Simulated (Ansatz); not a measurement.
Consider the formal exchange of groups at the Sn–Si bond: `[BH2][SnH2][SiH2][SiH3]` + `BF` → `[BH2][SnH2][BH]F` + `[SiH3][SiH3]`.

Isolated molecules relaxed with PBE0-D4/def2-TZVP in Ansatz; ΔE leaves out vibrations. CBS: MP2 limit from def2 TZ/QZ plus the TZ coupled-cluster correction, frozen cores. This one scheme is used for every species. DFT in def2-TZVPP. Elements past krypton have def2 core potentials. For Sn outer-core shells are correlated without core-valence functions, which leaves a few kJ/mol of doubt a bond. One conformer a species, not always the lowest.

```
        level  ΔE (kJ/mol)
       B97M-V         49.7
 CAM-B3LYP-D4         49.6
 MP2/def2-SVP         60.0
HF/def2-TZVPP         48.5
```

(1) What does CCSD(T)/CBS give? (Best estimate.)

Largest T1 diagnostic among the species: 0.015.

Results:

(1) The calculation gave: +55.0 kJ/mol. The listed levels differ from it by -5.3, -5.4, 5.0, -6.5 kJ/mol.

From r2SCAN to r2SCAN0 (25 % exact exchange), in def2-TZVPP and without D4, ΔE moves by +3.2 kJ/mol. The D4 term adds +7.9 kJ/mol with B3LYP and +4.8 kJ/mol with PBE0; it sums over pairs of atoms, weighted by their polarisabilities, and B3LYP, whose exchange is more repulsive, gets the larger term. Leaving LDA and LC-ωPBE aside and taking each functional with its dispersion term where it has one, the values, not all of them listed here, spread over 7.6 kJ/mol, from CAM-B3LYP-D4 to BHLYP-D4.

B3LYP here is the variant with VWN-RPA as its local correlation; programs differ in this.
